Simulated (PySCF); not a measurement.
## Ne(2+): excitation energy

Ne(2+) [He] 2s2 2p4 (3P) → Ne(2+) [He] 2s1 2p4 3s1 (5P), as a difference of total energies. Calculation: PySCF 2.14, in aug-cc-pV5Z; the non-relativistic Hamiltonian (point nucleus). Correlated levels: valence: 1s2 frozen. The calculations carry no spin-orbit coupling.

```tsv
method	excitation energy (eV)
UHF	60.033
PBE	60.110
PBE0	60.487
r2SCAN	60.294
PBEsol	60.003
TPSSh	60.823
B2PLYP	64.336
SCS-MP2 (valence)	61.300
```

**Question.** Estimate what MP2 (valence) gives.

**Answer.** 61.075 eV, closest to SCS-MP2 (valence) among the rows shown.

**Question.** Estimate what LDA gives.

**Answer.** 60.232 eV, closest to r2SCAN among the rows shown.

The promoted electron is Rydberg-like, and one or two diffuse shells describe it only roughly, which tends to raise the upper state.
